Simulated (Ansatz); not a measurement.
Saddle point of GeHBrCl2, closed shell (GeCl₂ + HBr → GeBrCl + HCl; bonds formed: Ge1–Br5, Cl2–H4; bonds broken: Ge1–Cl2, H4–Br5), PBE0-D4/def2-TZVP structure:

```xyz
5
angstrom
Ge 0.9629 0.0570 -0.8469
Cl 0.7550 0.1900 1.5637
Cl 0.3881 -2.0365 -1.0576
H -0.6098 0.7223 0.8340
Br -1.4963 1.0673 -0.4933
```

Energies are electronic, without zero-point energy. Barriers and step energies count from the start structure reached by relaxing down the imaginary mode; all methods use the PBE0-D4 structures, on which another method's saddle can fall below an end. Computed with Ansatz 0.2.0 (basis: def2-TZVPP, with def2-QZVPP for the basis limit); correlated methods freeze the cores. Filled d shells of the heavier atoms are correlated. The def2 sets are not built for correlating such inner shells, so the correlated values are less sure here. B3LYP uses VWN-RPA correlation. Extrapolation: Hartree–Fock as exp(−7.88 √X), correlation as X^−2.97.

```csv
method,barrier (kcal/mol),step energy (kcal/mol)
SPW92,-4.09,-2.69
PBE-D4,0.32,-2.51
BLYP-D4,3.20,-2.29
r2SCAN-D4,2.15,-2.17
B97M-V,6.99,-1.20
PBE0-D4,3.28,-2.44
B3LYP-D4,5.37,-2.25
r2SCAN0-D4,4.37,-2.28
BHLYP-D4,?,-2.21
CAM-B3LYP-D4,7.38,-1.80
wB97X-V,8.17,-1.64
wB97M-V,?,-1.92
B2PLYP,6.45,-2.09
PBE-QIDH,5.63,-2.24
RPA on PBE,7.74,-1.44
HF,18.33,-1.68
MP2,?,-1.99
CCSD,10.53,-1.64
CCSD(T),8.25,-1.77
```

Problem. Fill in the withheld barriers. (To be estimated.)

Solution. By the calculation: BHLYP-D4 9.09; wB97M-V 7.56; MP2 5.94 kcal/mol. Each is the energy of the saddle less that of the start structure, by the same method.

For comparison, the barrier by CCSD(T) at an estimated basis limit (MP2 extrapolated from triple and quadruple zeta, plus CCSD(T) − MP2 in triple zeta) is 7.32 kcal/mol.

No T1 diagnostic of these runs exceeds 0.011.

For scale, one of the runs: CCSD(T)/def2-TZVPP, 194 basis functions (an equivalent command: `ansatz run in.yaml --threads 4`). Time: 74 s of wall clock on 4 CPU threads; the host was shared. Peak host memory: 2.2 GiB.
